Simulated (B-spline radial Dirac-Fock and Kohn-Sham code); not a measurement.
# Photoemission from Ce⁺ at 1000 eV, detector at θ = 54.7°, φ = 180°

System: cerium as Ce⁺, configuration 1s2 2s2 2p6 3s2 3p6 3d10 4s2 4p6 4d10 4f1 5s2 5p6 5d2. Model: Dirac-Hartree-Slater photoionisation with a Latter tail; cross sections with all multipoles, angular parameters from the dipole term and its interference with E2. Program: a B-spline atomic structure program. Thresholds are orbital energies of the model. For linearly polarised light dσ/dΩ = σ/(4π) [1 + β P₂(cos θ) + (δ + γ cos²θ) sin θ cos φ], with θ from the polarisation vector and φ the angle between the beam and the projection of the electron momentum on the plane normal to the polarisation. The dipole factor is 1 + βP₂ and the non-dipole term is the rest of the bracket. Open shells are filled statistically over j.

```
subshell  threshold (eV)  σ (kb)     β      γ       δ  dipole factor  non-dipole term  dσ/dΩ (kb/sr)
   3d3/2           917.6     750  0.38  -0.06  -0.006          1.000           +0.021           61.0
   3d5/2           898.2    1090  0.45  -0.07  -0.007          1.000           +0.025           89.3
      4s           296.6    32.0  1.97   0.33   0.000          1.002           -0.090           2.32
   4p1/2           240.1    37.0  1.61   0.15   0.003          1.001           -0.043           2.82
   4p3/2           220.5    80.6  1.61   0.10   0.002          1.001           -0.029           6.23
   4d3/2           126.6    94.5  1.29  -0.01   0.015          1.001           -0.009           7.46
   4d5/2           123.1     138  1.31  -0.01   0.015          1.001           -0.010           10.9
   4f5/2           16.20    1.89  1.09   0.33   0.087          1.001           -0.162          0.126
   4f7/2           15.80    2.44  1.08   0.34   0.087          1.001           -0.163          0.162
      5s           48.70    6.43  1.98   0.23   0.000          1.002           -0.063          0.480
   5p1/2           32.88    6.08  1.69   0.08  -0.001          1.001           -0.020          0.475
   5p3/2           29.93    12.6  1.68   0.05   0.000          1.001           -0.012          0.995
   5d3/2            9.81    1.24  1.35   0.01   0.015          1.001           -0.014         0.0972
   5d5/2            9.58    1.76  1.36   0.01   0.015          1.001           -0.016          0.138
```

Values without a named source are computed, but for edge energies of neutral atoms, which are taken from tables.
